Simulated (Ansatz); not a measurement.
`CO[Si](F)(F)F`. Charge 0, multiplicity 1. All single points use the PBE0-D4/def2-TZVP geometry. It is one conformer, not always the lowest.

```xyz
9

C    -0.971    0.519    0.862
O    -0.344   -0.601    0.261
Si    0.868   -0.579   -0.777
F     0.510    0.205   -2.094
F     1.220   -2.058   -1.155
F     2.151    0.107   -0.179
H    -1.753    0.144    1.523
H    -1.425    1.165    0.106
H    -0.256    1.098    1.452
```

Problem. What is the dipole moment at PBE/def2-TZVPP? (An estimate is asked.)

Solution. Ansatz gave: 2.33 D, with components (-1.45, 1.26, 1.32) D in this frame, pointing from negative to positive charge.

Problem. And with r2SCAN, B3LYP, ωB97M-V? (Estimate.)

Solution. Computed: r2SCAN 2.39 D, B3LYP 2.45 D, ωB97M-V 2.43 D.

Problem. Give the Mulliken charges with PBE, B3LYP, r2SCAN in def2-TZVPP. (Estimate.)

Solution. Ansatz gave: 
```csv
atom,PBE,B3LYP,r2SCAN
C1,-0.15,-0.13,0.00
O2,-0.27,-0.34,-0.34
Si3,0.84,1.00,1.00
F4,-0.25,-0.29,-0.29
F5,-0.25,-0.29,-0.29
F6,-0.25,-0.29,-0.29
H7,0.11,0.12,0.07
H8,0.11,0.12,0.07
H9,0.11,0.12,0.07
```

B3LYP here is the variant with VWN-RPA as its local correlation; programs differ in this.
